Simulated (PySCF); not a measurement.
A GIAO shielding run with PySCF 2.14 (density fitting, non-relativistic, gas phase) on `N#C[C@@H]1C[Si@@H](N)N[SiH2]1`, C$_{3}$H$_{9}$N$_{3}$Si$_{2}$:

```
$ OMP_NUM_THREADS=1 python probes_run.py task.json out

{"job": {"kind": "nmr", "xc": "PBE0", "basis": "pcSseg-1"}, "charge": 0, "multiplicity": 1}
N     -3.279530    -1.694038     0.924345
C     -2.289979    -1.320880     0.481265
C     -1.070289    -0.810868    -0.047761
C     -0.000058    -0.677580     1.048455
Si     1.317539     0.542031     0.434820
N      2.497775    -0.310286    -0.489951
N      0.297466     1.444746    -0.646670
Si    -1.318491     0.896409    -0.892933
H     -0.714043    -1.510400    -0.810241
H     -0.466079    -0.284228     1.952891
H      0.398692    -1.659378     1.305585
H      1.824310     1.441897     1.479051
H      3.046916    -1.024045    -0.039191
H      3.075480     0.209539    -1.131044
H      0.616994     2.297589    -1.067997
H     -1.639125     0.744752    -2.313423
H     -2.304576     1.726768    -0.197110
```

Hardware: 1 thread of an Arm Neoverse N1, shared host. The job also computes population analyses, field gradients, ring-centre shieldings.

Q: How large is the calculation?

A: 76 electrons, 195 basis functions and 1045 auxiliary functions.

Q: How long does it take, and how much memory does it need?

A: 60 s of wall time, with 14 SCF cycles and 5 response iterations; peak memory 0.86 GiB. Times on a shared host scatter by some tens of per cent.
